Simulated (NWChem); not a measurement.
Molecule: isocyanic acid (CHNO); SMILES N=C=O

```xyz
4

N      0.0949     1.1691     0.0000
C     -0.0235    -0.0442     0.0000
O      0.0184    -1.2181     0.0000
H     -0.6706     1.8259     0.0000
```
Atoms are numbered in this order, from 1.

Coordinates come from a B3LYP/6-31G* (spherical d) optimisation.

Symmetry labels are those of Cs in the frame above (b1 and b2, or b-type labels, depend on it).

Q: List the 4 lowest vertical singlet excitations and the 4 lowest triplet ones from CAM-B3LYP/def2-SVPD, TDA (NWChem).

A: 
```tsv
state	energy (eV)	oscillator strength	symmetry	leading excitation (squared amplitude)
S1	6.43	0.002	a"	HOMO → LUMO+1 (0.70)
S2	7.61	0.011	a'	HOMO−1 → LUMO+1 (0.39)
S3	7.62	0.009	a"	HOMO → LUMO (0.71)
S4	8.30	0.011	a'	HOMO−1 → LUMO (0.71)
T1	6.01	spin-forbidden	a"	HOMO → LUMO+1 (0.72)
T2	6.29	spin-forbidden	a'	HOMO−1 → LUMO+1 (0.67)
T3	6.90	spin-forbidden	a'	HOMO → LUMO+2 (0.84)
T4	7.29	spin-forbidden	a"	HOMO → LUMO (0.72)
```
